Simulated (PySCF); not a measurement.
## What went wrong, or what changed?

The sound run of Hf(BH4)4 (singlet) uses PySCF 2.14.0, RKS TPSS, Hf def2-SVP with ECP60, B def2-SVP, H def2-SVP; non-relativistic Hamiltonian with scalar-relativistic core potentials where named; density fitting; no spin-orbit coupling, grid (50, 194), threshold 1e-8 and 55 cycles at the relaxed geometry. This run differs:

```python
mol = gto.M(atom='''
Hf    -0.00000     0.00000    -0.05286
B      1.27630     1.39855     1.28543
H      1.93622     2.12422     1.97685
H      0.06050     1.35206     1.60555
H      1.65143     0.19801     1.29513
H      1.27033     1.71697     0.06846
B     -1.27631    -1.39855     1.28542
H     -1.93622    -2.12422     1.97685
H     -0.06051    -1.35206     1.60555
H     -1.65145    -0.19801     1.29512
H     -1.27034    -1.71698     0.06846
B      1.39893    -1.27740    -1.38952
H      2.12351    -1.93639    -2.08292
H      1.41786    -1.60058    -0.17383
H      0.18439    -1.33751    -1.71284
H      1.66528    -0.04763    -1.39428
B     -1.39895     1.27738    -1.38952
H     -2.12355     1.93636    -2.08291
H     -1.41788     1.60056    -0.17383
H     -0.18441     1.33750    -1.71284
H     -1.66528     0.04760    -1.39428''',
    basis={'Hf': 'def2-SVP', 'B': 'def2-SVP', 'H': 'def2-SVP'},
    ecp={'Hf': 'def2-SVP'},
    charge=0, spin=0)
mf = dft.RKS(mol, xc='TPSS')
mf.grids.atom_grid = (50, 194)
mf = mf.density_fit()  # fitting sets: Hf def2-universal-JKFIT, B def2-universal-JKFIT, H def2-universal-JKFIT
mf.conv_tol = 1e-08; mf.max_cycle = 91
mf.kernel(mf.get_init_guess(key='1e'))
mf.nuc_grad_method().kernel()
```

Question: What was changed, and how did it end?

Answer: The start was changed to the bare core Hamiltonian. It converged in 13 cycles, 0.000 eV from the sound run, largest force component 0.01 eV/Å. The cycle limit differs too. No harm here: the result survives it.
```
init E= -94.4542139026056
cycle= 1 E= -82.9102105867425  delta_E= 11.5  |g|= 7.79  |ddm|= 84.8
cycle= 2 E= -72.993354322138  delta_E= 9.92  |g|= 11.1  |ddm|= 83.3
cycle= 3 E= -136.914337456258  delta_E= -63.9  |g|= 6.34  |ddm|= 38.6
cycle= 4 E= -154.180987638384  delta_E= -17.3  |g|= 2.67  |ddm|= 9.44
cycle= 5 E= -157.025629566955  delta_E= -2.84  |g|= 0.447  |ddm|= 5.23
...
cycle= 11 E= -157.086775181873  delta_E= -4.73e-07  |g|= 0.000555  |ddm|= 0.0013
cycle= 12 E= -157.086775282531  delta_E= -1.01e-07  |g|= 8.91e-05  |ddm|= 0.00075
cycle= 13 E= -157.086775285605  delta_E= -3.07e-09  |g|= 1.72e-05  |ddm|= 0.00021
Extra cycle  E= -157.086775285287  delta_E= 3.18e-10  |g|= 3.52e-05  |ddm|= 7.54e-05
converged SCF energy = -157.086775285287
```

Run from Python with OMP_NUM_THREADS=4; the lines above give its settings.
It took 17 s on 4 threads of Intel(R) Xeon(R) Platinum 8488C (Sapphire Rapids), with other jobs on the host.

No frequency check is given that shows the relaxed geometry to be a minimum.
